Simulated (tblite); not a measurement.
Species: BH₁₂N₃Si₃.
Bonds: N1–Si2, Si2–N3, N3–Si4, N3–B5, B5–N6, N6–Si7. Hydrogens: H8, H9 on N1; H10, H11 on Si2; H12, H13, H14 on Si4; H15 on B5; H16 on N6; H17, H18, H19 on Si7.

Computed with GFN2-xTB (tblite), gas phase: L-BFGS steps from a force-field or distance-geometry start until the largest atomic force falls under 0.01 eV/Å.

Step 75: E = -584.0091 eV
```
atom  x, y, z in Å  |  force x, y, z in eV/Å
N1     -1.4311    2.5259    0.7255   -0.045  -0.035  -0.017
Si2    -1.8644    1.2762   -0.3740   -0.029  -0.069  -0.044
N3     -0.8096   -0.1139   -0.2096    0.038  -0.031  -0.017
Si4    -1.4821   -1.6824   -0.5386   -0.009  -0.090  -0.008
B5      0.5605    0.0956    0.1399   -0.004   0.065  -0.015
N6      1.5870   -0.8534   -0.0530    0.002   0.077   0.093
Si7     3.2661   -0.6582    0.3181    0.014   0.032   0.018
H8     -1.3260    2.2899    1.6988    0.051   0.013   0.011
H9     -1.9256    3.3978    0.6330    0.026   0.019   0.040
H10    -3.2360    0.7694   -0.1900    0.040   0.016  -0.001
H11    -1.6751    1.8516   -1.7083   -0.032   0.035  -0.023
H12    -0.5157   -2.6401   -1.0938    0.023   0.078  -0.035
H13    -2.5775   -1.5338   -1.4939    0.007   0.012  -0.069
H14    -1.9896   -2.2436    0.7149   -0.032  -0.031   0.112
H15     0.8777    1.1208    0.6093    0.006   0.017  -0.014
H16     1.3332   -1.7249   -0.4920   -0.009  -0.002   0.016
H17     3.7735   -1.9886    0.6603    0.007  -0.078  -0.038
H18     3.4175    0.2264    1.4730   -0.017   0.009  -0.018
H19     4.0076   -0.1053   -0.8272   -0.038  -0.035   0.009
```

Step 76: E = -584.0141 eV
```
atom  x, y, z in Å  |  force x, y, z in eV/Å
N1     -1.4353    2.5270    0.7275    0.017  -0.085   0.017
Si2    -1.8655    1.2735   -0.3677   -0.077  -0.028  -0.051
N3     -0.8076   -0.1148   -0.2150    0.061  -0.008  -0.011
Si4    -1.4827   -1.6809   -0.5523    0.006  -0.076  -0.029
B5      0.5630    0.0938    0.1314    0.060  -0.028  -0.027
N6      1.5837   -0.8737   -0.0157   -0.054   0.033   0.010
Si7     3.2682   -0.6587    0.3252   -0.058   0.067  -0.029
H8     -1.3228    2.2922    1.7005    0.045   0.033   0.001
H9     -1.9282    3.3983    0.6333    0.005   0.048   0.046
H10    -3.2372    0.7716   -0.1690    0.044  -0.011  -0.007
H11    -1.6977    1.8620   -1.6984   -0.018   0.016  -0.043
H12    -0.5129   -2.6317   -1.1122    0.026   0.063  -0.029
H13    -2.5676   -1.5256   -1.5197    0.003   0.009  -0.040
H14    -1.9873   -2.2397    0.7026   -0.050  -0.048   0.102
H15     0.8938    1.1304    0.5616   -0.010   0.047   0.004
H16     1.3294   -1.7590   -0.4335    0.013   0.112   0.091
H17     3.7911   -1.9817    0.6604    0.026  -0.121  -0.022
H18     3.4273    0.2319    1.4744   -0.010   0.012  -0.020
H19     3.9787   -0.1055   -0.8408   -0.028  -0.034   0.037
```

Step 77: E = -584.0180 eV
```
atom  x, y, z in Å  |  force x, y, z in eV/Å
N1     -1.4434    2.5240    0.7268    0.039  -0.047   0.033
Si2    -1.8659    1.2688   -0.3681   -0.081   0.008  -0.032
N3     -0.8079   -0.1189   -0.2112    0.053   0.011  -0.009
Si4    -1.4849   -1.6840   -0.5538    0.010  -0.036  -0.023
B5      0.5621    0.0914    0.1377    0.031   0.150   0.003
N6      1.5815   -0.8751    0.0107   -0.012  -0.072  -0.057
Si7     3.2695   -0.6594    0.3278   -0.051   0.060  -0.013
H8     -1.3143    2.2951    1.6990    0.033   0.032  -0.012
H9     -1.9329    3.3978    0.6322    0.016   0.011   0.051
H10    -3.2388    0.7739   -0.1679    0.029  -0.038  -0.011
H11    -1.7022    1.8663   -1.6952   -0.009  -0.002  -0.055
H12    -0.5084   -2.6203   -1.1239    0.033   0.030  -0.016
H13    -2.5592   -1.5214   -1.5346    0.007  -0.002   0.005
H14    -1.9880   -2.2433    0.7042   -0.042  -0.041   0.041
H15     0.9012    1.1387    0.5467   -0.071  -0.026  -0.006
H16     1.3298   -1.7595   -0.4095   -0.004   0.076   0.102
H17     3.7958   -1.9852    0.6481    0.023  -0.108  -0.003
H18     3.4322    0.2350    1.4733    0.008   0.003  -0.023
H19     3.9642   -0.1145   -0.8499   -0.011  -0.010   0.026
```

Step 78: E = -584.0196 eV
```
atom  x, y, z in Å  |  force x, y, z in eV/Å
N1     -1.4461    2.5233    0.7270    0.027  -0.024   0.015
Si2    -1.8667    1.2678   -0.3695   -0.041   0.027  -0.024
N3     -0.8074   -0.1204   -0.2099    0.023   0.039  -0.021
Si4    -1.4849   -1.6867   -0.5554    0.019   0.009   0.007
B5      0.5619    0.0953    0.1407    0.018  -0.009  -0.017
N6      1.5800   -0.8762    0.0251   -0.027  -0.048  -0.086
Si7     3.2710   -0.6594    0.3263   -0.056  -0.011  -0.015
H8     -1.3102    2.3006    1.6995    0.033   0.007  -0.013
H9     -1.9381    3.3962    0.6332    0.023  -0.003   0.042
H10    -3.2397    0.7764   -0.1720    0.009  -0.055  -0.006
H11    -1.7058    1.8704   -1.6964   -0.002  -0.020  -0.030
H12    -0.5019   -2.6135   -1.1292    0.026   0.015  -0.010
H13    -2.5561   -1.5216   -1.5409    0.017  -0.008   0.028
H14    -1.9877   -2.2461    0.7058   -0.027  -0.029  -0.011
H15     0.9003    1.1387    0.5472   -0.051   0.068   0.019
H16     1.3265   -1.7607   -0.3947   -0.001   0.083   0.111
H17     3.8003   -1.9882    0.6424    0.003  -0.059  -0.011
H18     3.4359    0.2334    1.4712    0.021   0.021  -0.010
H19     3.9590   -0.1200   -0.8580   -0.013  -0.002   0.033
```

Problem. Estimate the geometry and energy of step 79. (The exact step hangs on the optimiser's Hessian estimate; all steps are aligned on step 78, rigid shifts and turns removed.)

Solution. E = -584.0208 eV, largest force 0.134 eV/Å
```
atom  x, y, z in Å  |  force x, y, z in eV/Å
N1     -1.4439    2.5225    0.7278    0.000   0.005  -0.005
Si2    -1.8671    1.2671   -0.3689   -0.005   0.018  -0.014
N3     -0.8063   -0.1213   -0.2085   -0.002   0.045  -0.031
Si4    -1.4846   -1.6876   -0.5585    0.024   0.032   0.029
B5      0.5628    0.0971    0.1416    0.007   0.019  -0.008
N6      1.5788   -0.8775    0.0340   -0.032  -0.039  -0.089
Si7     3.2705   -0.6582    0.3251   -0.023  -0.058   0.009
H8     -1.3087    2.3043    1.7012    0.039  -0.016  -0.007
H9     -1.9406    3.3935    0.6340    0.033  -0.010   0.036
H10    -3.2393    0.7760   -0.1702    0.000  -0.058  -0.006
H11    -1.7066    1.8692   -1.6970   -0.005  -0.025  -0.015
H12    -0.5010   -2.6123   -1.1346    0.025   0.014  -0.006
H13    -2.5538   -1.5188   -1.5464    0.022  -0.010   0.039
H14    -1.9895   -2.2487    0.7030   -0.018  -0.020  -0.038
H15     0.9010    1.1457    0.5407   -0.059   0.015   0.000
H16     1.3240   -1.7649   -0.3780   -0.008   0.080   0.107
H17     3.8014   -1.9898    0.6396   -0.011  -0.016  -0.020
H18     3.4394    0.2338    1.4698    0.024   0.023  -0.011
H19     3.9538   -0.1207   -0.8624   -0.011   0.002   0.030
```

The energy changes by -0.0012 eV. The first-order estimate −F·Δx gives -0.0015 eV and the mean of the old and new forces, exact on a quadratic surface, -0.0012 eV. The step makes an angle of 77° with the force vector and moves no atom by more than 0.017 Å.

The cost below is that of the whole relaxation. The run took 11 s wall, 8.3 s CPU on one thread of an Intel Xeon at 2.50 GHz (shared host).
